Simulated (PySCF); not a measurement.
A spin–spin coupling run with PySCF (density fitting, non-relativistic, gas phase) on `C=C(C(=O)[O-])C(F)(F)F`, [C₄H₂F₃O₂]-:

```
{"job": {"kind": "j", "xc": "B3LYP", "basis": "pcJ-1"}, "charge": -1, "multiplicity": 1}
C      0.410043    -1.285352    -0.640495
C      0.159569    -0.138697    -0.033530
C      1.298686     0.629970     0.804439
O      0.934741     1.685794     1.310850
O      2.376767     0.041827     0.814363
C     -1.185145     0.493189    -0.096956
F     -2.095480    -0.228667    -0.834497
F     -1.196552     1.706615    -0.676648
F     -1.784055     0.633098     1.099287
H      1.404384    -1.692370    -0.557125
H     -0.317535    -1.842737    -1.215653
```

Hardware: 1 thread of an x86-64 server CPU, shared host. The job also computes field gradients.

**Question.** How large is the calculation?

**Answer.** 70 electrons, 263 basis functions and 913 auxiliary functions.

**Question.** How long does it take?

**Answer.** 44 s of wall time, with 16 SCF cycles. Times on a shared host scatter by some tens of per cent.
